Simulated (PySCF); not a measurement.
## As: excitation energy

As [Ar] 3d10 4s2 4p3 (4S) → As [Ar] 3d10 4s1 4p3 5s1 (6S), as a difference of total energies. Calculation: PySCF 2.14, in aug-cc-pVTZ-PP with one added diffuse shell each of s, d, f type with ECP10MDF (7s5p5d3f, 68 functions); scalar relativity through the core potential. Correlated levels: valence: 3s2 3p6 3d10 frozen. The calculations carry no spin-orbit coupling.

```
           method  excitation energy (eV)
              UHF                  10.915
    MP2 (valence)                  12.181
SCS-MP2 (valence)                  12.582
   CCSD (valence)                  12.345
CCSD(T) (valence)                  12.408
```

Question: How much does correlation contribute at CCSD(T) (valence)?

Answer: 12.408 − (10.915) = 1.493 eV, measured against UHF.

The upper state lies above the first ionisation limit, but in LS coupling its spin forbids autoionisation to the ground ion. A Rydberg-like electron needs more diffuse functions than a valence basis has.

The promoted electron is Rydberg-like, and one or two diffuse shells describe it only roughly, which tends to raise the upper state.
